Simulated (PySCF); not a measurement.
# Unknown compound

Molecular formula: C6H7N3Si. Simulated spectra:

¹H NMR (400 MHz, computed): δ 8.36 (d, 2H), 7.77 (m, 2H), 5.51 (s, 3H).

¹³C{¹H} NMR (computed): δ 151.7 (C, 2C), 131.7 (CH, 2C), 125.1 (CH, 2C).

Gas phase, non-relativistic Hamiltonian, fast rotation and ring inversion assumed for equivalent nuclei, one conformer. Geometry: GFN2-xTB; PBE0/pcSseg-1 with gauge-including orbitals; PySCF 2.14.

Scale: ¹H (31.72 ppm), ¹³C (186.93 ppm) against TMS (reference shieldings calculated alike).

Problem. Which candidate is it?
A. [SiH3]c1cccc2nn[nH]c12
B. [SiH3]c1ccc2n[nH]nc2c1
C. [SiH3]n1nc2ccccc2n1

Solution. C. 

The formula gives 6 degrees of unsaturation (2 rings in the answer). 3 carbon signals for 6 carbons: some carbons are equivalent by symmetry or fast rotation. Carbon types of the structure: 2 × C, 4 × CH, leaving 3 H on heteroatoms. δC 151.7: ring-fusion aromatic carbon. δC 131.7, 125.1: aromatic CH. δH 8.36, 7.77: hydrogen on an aromatic CH; the ring current deshields protons in the ring plane. δH 5.51: hydrogen on a silicon bonded to N.

The others: [SiH3]c1cccc2nn[nH]c12 would give 6 carbon signals, not 3; [SiH3]c1ccc2n[nH]nc2c1 would give 6 carbon signals, not 3.

Shifts are as computed. Against solution values, carbons near 30 ppm lie about +3 ppm off and those near 130 ppm about +5 ppm. Of 1211 compounds with measured shifts, 218 miss one by over three times the rms of a fit or turn the order of signals round; such compounds aren't used in these exercises. No couplings were computed; multiplicities are counted from neighbouring protons, with m where these are inequivalent, close in shift, in a saturated or five-membered ring or joined by F or P, and br s for small geminal =CH2 splittings.
